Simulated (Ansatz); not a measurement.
```yaml
crystal:
  periodic: [false, false, false]
  atoms:
    - {symbol: h, position_ang: [-1.615296, 0.918826, -0.336315]}
    - {symbol: Al, position_ang: [-0.755991, 0.244478, 1.449984]}
    - {symbol: C, position_ang: [1.035888, -0.560946, 1.048840]}
    - {symbol: O, position_ang: [1.571370, -0.101550, -0.193386]}
    - {symbol: C, position_ang: [0.715366, -0.245057, -1.257107]}
    - {symbol: H, position_ang: [-1.440222, 2.024471, -0.774454]}
    - {symbol: H, position_ang: [-2.329404, 0.213732, -0.997763]}
    - {symbol: H, position_ang: [-1.281376, 0.204121, 2.952407]}
    - {symbol: H, position_ang: [0.965249, -1.662881, 1.033733]}
    - {symbol: H, position_ang: [1.787895, -0.320407, 1.805317]}
    - {symbol: H, position_ang: [1.236750, 0.041222, -2.171823]}
    - {symbol: H, position_ang: [-0.169031, 0.465132, -1.189997]}
    - {symbol: H, position_ang: [0.299102, -1.255741, -1.354537]}
basis:
  gaussian: {orbitals: "6-31++G**"}
hamiltonian: {xc: {name: LC-wPBE}}
output: {forces: true}
```

```sh
$ ansatz run in.yaml --threads 4 --pin off --events-out ev --progress --plain --max-ram 10444MiB
```

Output, abridged:

```
Error: YAML parse error: error: line 4 column 16: `h` is not an element symbol (H … Og, case-exact)
 --> <input>:4:16
2 |   periodic: [false, false, false]
3 |   atoms:
4 |     - {symbol: h, position_ang: [-1.615296, 0.918826, -0.336315]}
5 |     - {symbol: Al, position_ang: [-0.755991, 0.244478, 1.449984]}
6 |     - {symbol: C, position_ang: [1.035888, -0.560946, 1.048840]}
```

What is wrong with this run?

An element symbol is wrong. The program refused the input.
